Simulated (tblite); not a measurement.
Compound: C9H11ClSe.
SMILES with atom numbers: `[CH3:1][Se:2]\[CH:3]=[CH:4]/[CH:5]=[CH:6]/[CH:7]=[CH:8]/[CH:9]=[CH:10]\[Cl:11]` (hydrogens: H12, H13, H14 on C1; H15 on C3; H16 on C4; H17 on C5; H18 on C6; H19 on C7; H20 on C8; H21 on C9; H22 on C10)

Computed with GFN2-xTB (tblite), gas phase: L-BFGS steps from a force-field or distance-geometry start until the largest atomic force falls under 0.01 eV/Å.

Step 26: E = -884.4573 eV
```
atom  x, y, z in Å  |  force x, y, z in eV/Å
C1      4.7105    1.1787   -0.6423    0.006  -0.022   0.049
Se2     3.5622    1.1462    0.9493   -0.015   0.101  -0.041
C3      3.1033   -0.6988    0.8822   -0.003  -0.006  -0.007
C4      1.8536   -1.1746    0.7747    0.000  -0.003  -0.014
C5      0.7087   -0.3545    0.5356   -0.011  -0.026   0.045
C6     -0.5576   -0.7973    0.3733   -0.019   0.023  -0.029
C7     -1.6382    0.0760    0.0475    0.010   0.015  -0.003
C8     -2.9191   -0.3054   -0.1445   -0.032  -0.019   0.025
C9     -3.9633    0.6234   -0.4543    0.004  -0.024   0.004
C10    -5.2517    0.3145   -0.6396    0.025   0.018  -0.004
Cl11   -5.8709   -1.2846   -0.5487    0.006   0.000   0.004
H12     5.4836    1.9250   -0.4891    0.010   0.021  -0.022
H13     4.1063    1.4290   -1.5118    0.019  -0.014   0.022
H14     5.1483    0.1925   -0.7580    0.066  -0.026  -0.006
H15     3.9578   -1.3549    0.9916   -0.027  -0.023  -0.014
H16     1.7168   -2.2496    0.8200   -0.083   0.033  -0.035
H17     0.9188    0.7083    0.4491   -0.074  -0.065  -0.008
H18    -0.7861   -1.8519    0.4804    0.038   0.050  -0.015
H19    -1.3958    1.1270   -0.0623    0.040  -0.019   0.043
H20    -3.2088   -1.3439   -0.0583    0.078  -0.007   0.023
H21    -3.6801    1.6654   -0.5348   -0.047  -0.020  -0.010
H22    -6.0087    1.0490   -0.8616    0.008   0.015  -0.006
```

Step 27: E = -884.4590 eV
```
atom  x, y, z in Å  |  force x, y, z in eV/Å
C1      4.7138    1.1760   -0.6407   -0.010  -0.018   0.078
Se2     3.5634    1.1495    0.9502   -0.013   0.061  -0.049
C3      3.1023   -0.6967    0.8807    0.009   0.003  -0.014
C4      1.8522   -1.1708    0.7710    0.021  -0.015  -0.001
C5      0.7074   -0.3503    0.5367    0.012  -0.016   0.042
C6     -0.5574   -0.7944    0.3742   -0.031   0.007  -0.019
C7     -1.6400    0.0751    0.0495    0.016   0.026  -0.006
C8     -2.9194   -0.3099   -0.1426   -0.100  -0.006   0.004
C9     -3.9636    0.6199   -0.4545   -0.018  -0.018   0.008
C10    -5.2538    0.3156   -0.6404    0.053   0.005   0.001
Cl11   -5.8725   -1.2855   -0.5489    0.003   0.036  -0.001
H12     5.4849    1.9233   -0.4904    0.032   0.052  -0.017
H13     4.1096    1.4213   -1.5103    0.005  -0.009  -0.006
H14     5.1545    0.1915   -0.7515    0.069  -0.056  -0.008
H15     3.9575   -1.3540    0.9843   -0.046  -0.006  -0.010
H16     1.7127   -2.2457    0.8113   -0.072   0.032  -0.032
H17     0.9152    0.7120    0.4526   -0.059  -0.030  -0.011
H18    -0.7816   -1.8483    0.4822    0.020   0.001  -0.017
H19    -1.3975    1.1259   -0.0609    0.022  -0.014   0.040
H20    -3.2101   -1.3491   -0.0567    0.097   0.026   0.024
H21    -3.6774    1.6616   -0.5346   -0.053  -0.033  -0.010
H22    -6.0105    1.0523   -0.8626    0.043  -0.025   0.003
```

Problem. Estimate the geometry and energy of step 28. (The exact step hangs on the optimiser's Hessian estimate; all steps are aligned on step 27, rigid shifts and turns removed.)

Solution. E = -884.4609 eV, largest force 0.116 eV/Å
```
atom  x, y, z in Å  |  force x, y, z in eV/Å
C1      4.7177    1.1724   -0.6376   -0.004  -0.011   0.070
Se2     3.5647    1.1544    0.9506   -0.016   0.001  -0.047
C3      3.1016   -0.6939    0.8785    0.013   0.018  -0.019
C4      1.8511   -1.1665    0.7669    0.027  -0.015   0.011
C5      0.7060   -0.3459    0.5389    0.019  -0.001   0.027
C6     -0.5575   -0.7911    0.3750   -0.031  -0.016  -0.004
C7     -1.6424    0.0741    0.0514    0.013   0.027  -0.005
C8     -2.9208   -0.3147   -0.1403   -0.115   0.014  -0.011
C9     -3.9642    0.6157   -0.4546   -0.034  -0.004   0.012
C10    -5.2556    0.3166   -0.6414    0.054  -0.018   0.005
Cl11   -5.8747   -1.2854   -0.5493   -0.005   0.056  -0.004
H12     5.4869    1.9223   -0.4924    0.038   0.063  -0.009
H13     4.1134    1.4121   -1.5084    0.002  -0.012  -0.019
H14     5.1626    0.1894   -0.7440    0.058  -0.059  -0.001
H15     3.9566   -1.3533    0.9754   -0.054   0.013  -0.006
H16     1.7073   -2.2408    0.8007   -0.050   0.021  -0.025
H17     0.9102    0.7158    0.4563   -0.036   0.017  -0.010
H18    -0.7762   -1.8445    0.4840   -0.006  -0.053  -0.020
H19    -1.3997    1.1247   -0.0586    0.003  -0.001   0.035
H20    -3.2101   -1.3546   -0.0546    0.101   0.040   0.024
H21    -3.6760    1.6568   -0.5346   -0.047  -0.028  -0.009
H22    -6.0115    1.0556   -0.8636    0.069  -0.054   0.008
```

The energy changes by -0.0018 eV. The first-order estimate −F·Δx gives -0.0025 eV and the mean of the old and new forces, exact on a quadratic surface, -0.0018 eV. The step makes an angle of 73° with the force vector and moves no atom by more than 0.013 Å.

The cost below is that of the whole relaxation. On an AMD EPYC 9R45 with one thread, no GPU, on a shared host, this took 1.7 s of wall time.
